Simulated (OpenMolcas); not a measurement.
# Predicting a hybrid from its neighbours: InHCl2O

InHCl2O has 5 atoms, charge 0, and is taken as a singlet. As SMILES, `[OH][In]([Cl])[Cl]`. The shape is that of a PBE0-D4/def2-TZVP optimisation.

The vertical ionisation energy (to the doublet cation) y, in eV, basis def2-SVP with a core potential; a is the functional's share of exact exchange. Programs: OpenMolcas 26.06.

```
functional     program     a  y (eV)
       PBE  OpenMolcas     0   10.48
    revPBE  OpenMolcas     0   10.67
     B3LYP  OpenMolcas   0.2       ?
      PBE0  OpenMolcas  0.25   11.14
     BHLYP  OpenMolcas   0.5   11.30
```

Question: Fit y = c + s·a to the known rows and predict B3LYP.

Answer: 
1. Means of the 4 rows: a = 0.1875, y = 10.898.
2. Σ(Δa)² = 0.17188, Σ(Δa·Δy) = 0.26188, so the slope is 0.26188/0.17188 = 1.5236.
3. Intercept: 10.898 − (1.5236) × 0.1875 = 10.612. The largest residual of the fit is 0.15.
4. B3LYP: 10.612 + (1.5236) × 0.2 = 10.92 eV.

The run gave 11.02 eV, so the prediction is off by -0.10 eV, within the largest residual. The rows mix families of semi-local functionals, which the line can't see. Spin-orbit coupling is left out.
